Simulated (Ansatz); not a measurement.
Reactions of CH4ClNOSSi, SMILES `O[Si]1(Cl)NCS1`.

Program: Ansatz. Geometries: PBE0-D4/def2-TZVP. ΔE: electronic, gas phase. CCSD(T)/CBS adds triple-zeta CCSD(T) − MP2 to the extrapolated MP2 energy (def2 sets, frozen cores). This one scheme is used for every species, atoms too. For atomizations the MP2-based limit and the directly extrapolated one differ by several kJ/mol either way, and by 10 to 25 for some Ge, Se and Sn compounds, so smaller differences from it don't rank the levels. Functionals use def2-TZVPP. No spin–orbit coupling; open shells (•) take unrestricted orbitals. Spin–orbit coupling would lower the free atoms: a little for C, Cl, O, S, Si. One conformer a species, not always the lowest.

| reaction | CCSD/CBS(def2) (kJ/mol) | ωB97X-V (kJ/mol) | r2SCAN-D4 (kJ/mol) |
| --- | --- | --- | --- |
| `O[Si]1(Cl)NCS1` → `N[Si]1(Cl)OCS1` | 8 | 4 | 3 |
| `O[Si]1(Cl)NCS1` → `N[Si](S)(Cl)C=O` | 137 | 134 | 132 |
| `O[Si]1(Cl)NCS1` → C• + Cl• + 4 H• + N• + O• + S• + Si• | 3739 | 3838 | 3822 |
| `O[Si]1(Cl)NCS1` + H₂ → `O[SiH]1NCS1` + HCl | 81 | 84 | 92 |

(1) Give the CCSD(T)/CBS values in the same order. (Estimate.)

Largest T1 diagnostic: 0.013, for `N[Si](S)(Cl)C=O`.

## Answers

(1) The calculation gave: 7, 136, 3818, 85 kJ/mol.
